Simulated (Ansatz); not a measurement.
Species: C$_{2}$N (charge 0, doublet). It need not be the lowest isomer of its formula. 
Structure (B3LYP-D3(BJ)/def2-TZVP (Ansatz, an electronic-structure program) minimum search):
SMILES: [C][N][C]
```xyz
3

C      0.0000     0.0000    -1.2396
N      0.0000     0.0000     0.0000
C      0.0000     0.0000     1.2396
```
Charge 0, spin multiplicity 2.

Wanted: atomisation energy (electronic, to ground-state atoms), in kcal/mol. Correlated levels leave the core frozen unless marked. Open shells are spin-unrestricted. Spin-orbit coupling is left out. No relativistic terms. The coupled-cluster limit lacks core correlation, which all-electron functionals hold. Basis-set limits of correlation are two-point, X^-3; Hartree-Fock from the larger set.

The UHF reference is spin-contaminated (<S^2> 0.12 over the pure value in the largest basis). 

| level | program | atomisation energy (kcal/mol) |
|---|---|---|
| BLYP/def2-TZVPD | Ansatz | 312.7 |
| r2SCAN-D4/def2-TZVPD | Ansatz + dftd4 | 300.1 |
| BHLYP/def2-TZVPD | Ansatz | 279.0 |
| HSE06/def2-TZVPD | Ansatz | (withheld) |
| LC-wPBE-D3(BJ)/def2-TZVPD | Ansatz + dftd3 | (withheld) |
| CCSD(T)/CBS(cc-pVTZ,cc-pVQZ) | Ansatz | (withheld) |

Complete the blanks.


- HSE06/def2-TZVPD, atomisation energy (kcal/mol): 304.9
- LC-wPBE-D3(BJ)/def2-TZVPD, atomisation energy (kcal/mol): 298.7
- CCSD(T)/CBS(cc-pVTZ,cc-pVQZ), atomisation energy (kcal/mol): 294.2
